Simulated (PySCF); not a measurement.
formamidinium (CH5N2), SMILES NC=[NH2+], charge +1.

Coordinates come from a PBE0-D3(BJ)/def2-TZVP optimisation. Other conformers were not sampled.

Two levels are set side by side: PBE/def2-TZVPD (PySCF) and CAM-B3LYP/def2-TZVPD (PySCF). Same geometry, gas phase. Differences are taken from unrounded values.

```json
[
 {"quantity": "orbital gap (eV)", "CAM-B3LYP": "10.72"},
 {"quantity": "highest occupied level (eV)", "CAM-B3LYP": "-15.79"},
 {"quantity": "lowest empty level (eV)", "CAM-B3LYP": "-5.07"},
 {"quantity": "mean polarisability (bohr³)", "CAM-B3LYP": "26.5"}
]
```

What does PBE give, and how far is it from CAM-B3LYP? (The exact figures need the calculation; the answer reports its results.)


```csv
quantity,PBE,PBE minus CAM-B3LYP
orbital gap (eV),5.72,-5.01
highest occupied level (eV),-13.05,2.73
lowest empty level (eV),-7.34,-2.27
mean polarisability (bohr³),27.0,0.5
```

Without exact exchange PBE keeps part of each electron's self-repulsion, which lifts occupied levels and narrows the gap. Differences between two approximate levels are no errors against the true value.

Rough cost on one machine, each run with all the roots and properties that it gave: CAM-B3LYP against PBE within a factor of 2.
